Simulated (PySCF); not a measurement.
## Bond curve of CsI

Set-up: Cs x2c-TZVPall, I x2c-TZVPall; spin-free X2C with a Gaussian nucleus (PySCF 2.14). Energies in eV from Cs + I in their ground configurations at the same level. State: ¹Σ⁺ (singlet), closed shell.

```tsv
R (Å)	PBE0
2.851	-3.074
2.983	-3.409
3.116	-3.587
3.216	-3.647
3.315	-3.662
3.414	-3.643
3.547	-3.582
3.713	-3.467
3.912	-3.299
4.177	-3.057
```

Put a parabola through the three lowest points of the PBE0 curve and estimate Re, k and ωe (reduced mass 64.92 u; 1 eV/Å² = 0.16022 mdyn/Å; ωe = 1302.8·√(k/μ) cm⁻¹).

Through R = 3.216, 3.315, 3.414 Å the second-order coefficient is 1.73 eV/Å², so Re ≈ 3.309 Å, k ≈ 0.556 mdyn/Å and ωe ≈ 121 cm⁻¹. A polynomial fit of higher order to the unrounded PBE0 energies gives Re = 3.305 Å, k = 0.555 mdyn/Å, ωe = 120 cm⁻¹; anharmonicity and rounding make the difference.

The higher-order fit for each curve: PBE0: Re = 3.305 Å, ωe = 120 cm⁻¹, De = 3.66 eV.

These are scalar-relativistic numbers at best; spin–orbit coupling would shift them, the dissociation energy most.
